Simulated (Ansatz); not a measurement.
Mulliken charges of `O[Si](O)(F)S` from PBE/def2-TZVPP in Ansatz (PBE0-D4/def2-TZVP geometry).

```tsv
atom	x (Å)	y (Å)	z (Å)	charge (e)
O1	0.170	1.618	0.221	-0.336
Si2	0.037	0.029	-0.096	0.664
O3	1.524	-0.586	-0.267	-0.327
F4	-0.782	-0.177	-1.447	-0.266
S5	-1.004	-0.951	1.455	-0.258
H6	-0.633	2.138	0.272	0.199
H7	2.129	-0.143	-0.865	0.197
H8	-1.349	-1.986	0.671	0.126
```

Task: By hand: the dipole of these point charges (1 e Å = 4.8032 D).

Result: Σ q r = (0.060, 0.107, -0.073) e Å, of length 0.143 e Å = 0.69 D.

Task: How does the dipole of the full density compare? (Estimate.)

Result: Ansatz gave: (-0.028, 0.193, -0.142) e Å, 1.16 D; the point charges give 0.59 times that, at 32° from its direction.

Point charges leave out the atoms' own dipoles, such as those of lone pairs, and Mulliken's split depends on the basis, so the two needn't agree.
